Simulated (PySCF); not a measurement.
**How methods differ on the ionisation energy of As²⁺**

As²⁺ [Ar] 3d10 4s2 4p1 (2P) → As³⁺ [Ar] 3d10 4s2 (1S), as a difference of total energies. Computed with PySCF 2.14 in aug-cc-pVTZ-DK (7s6p4d2f, 59 functions), with the spin-free X2C one-electron Hamiltonian (Gaussian nucleus). Correlated levels: valence: [Ar] 3d10 frozen. The calculations carry no spin-orbit coupling.

| method | ionisation energy (eV) |
| --- | --- |
| UHF | 27.487 |
| LDA | 28.255 |
| PBE | 28.081 |
| PBE0 | 28.115 |
| r2SCAN | 28.311 |
| TPSSh | 28.133 |
| TPSS | 28.124 |
| HSE06 | 28.134 |
| B3LYP | 28.205 |
| MP2 (valence) | 27.746 |
| SCS-MP2 (valence) | 27.735 |

Q: How much does correlation contribute at MP2 (valence)?

A: 27.746 − (27.487) = 0.259 eV, measured against UHF.

A first-order spin-orbit estimate (lowest level to lowest level, LS coupling) adds 0.217 eV.

Errors of the correlated levels include the incompleteness of this basis and the frozen core.

For comparison: 28.349 ± 0.012 eV (measured; NIST Atomic Spectra Database, ionization energies).
